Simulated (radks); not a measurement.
Question: The mean radii <r> (bohr) of the occupied orbitals of an atom or ion are listed with their occupations. Method: scalar-relativistic Kohn-Sham, LB94 model potential, spin-polarised, spherical densities, finite nucleus; Fermi nuclear charge, rms radius of each element as measured or else 0.836 A^(1/3) + 0.57 fm; computed with a radial shooting solver on a logarithmic mesh with Libxc functionals.

orbital  occ.      <r>
1s up       1  0.02595
1s down     1  0.02597
2s up       1   0.1055

Name the element and its charge. Open shells, if any, are filled with parallel spins first.

Answer: Z = 55, caesium, charge +52: Cs52+ in [He] 2s1. The 1s radius gives Z: for a bare nucleus <r> = (2 gamma + 1)/(2Z) with gamma = sqrt(1 - (Z/c)^2), 0.02574 bohr for Z = 55, and screening makes it slightly larger (0.02595 here). The occupations add up to 3, and the charge is Z minus that.
